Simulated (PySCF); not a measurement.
PySCF was given this input:
```python
from pyscf import gto, scf, dft
from pyscf.prop import polarizability

mol = gto.M(
    atom='''
Si    1.44254009    0.55165326   -0.30403947
F     0.77778713    1.94994263    0.07867292
F     2.84812725    0.60266800    0.43241299
S     0.32585540   -1.03617002    0.54828523
Ge   -1.66639224   -0.42795447   -0.19656277
H     1.63426945    0.52932270   -1.72959511
H    -2.08235239    0.90367422    0.34917154
H    -1.65697557   -0.36068745   -1.69872864
H    -2.61286649   -1.49568758    0.25337695
''',
    basis='6-31g',
    verbose=4,
)

mf = dft.RKS(mol)
mf.xc = 'pbe'
mf.kernel()
alpha = mf.Polarizability().polarizability()[2, 2]
print('alpha_zz =', alpha)
```

Task: What does this run give for the number of basis functions, Mulliken (on the basis functions themselves) charges in atom order, polarisability along z?

Result: 
```
Property                                                                                                                                             Value
------------------------------------------------------------------  --------------------------------------------------------------------------------------
number of basis functions                                                                                                                               79
Mulliken (on the basis functions themselves) charges in atom order  Si1 1.01, F2 -0.39, F3 -0.38, S4 -0.34, Ge5 0.19, H6 -0.09, H7 0.01, H8 -0.01, H9 0.01
polarisability along z                                                                                                                          50.2 bohr³
```

Task: Roughly what does it cost on one core?

Result: roughly 18 core-seconds.
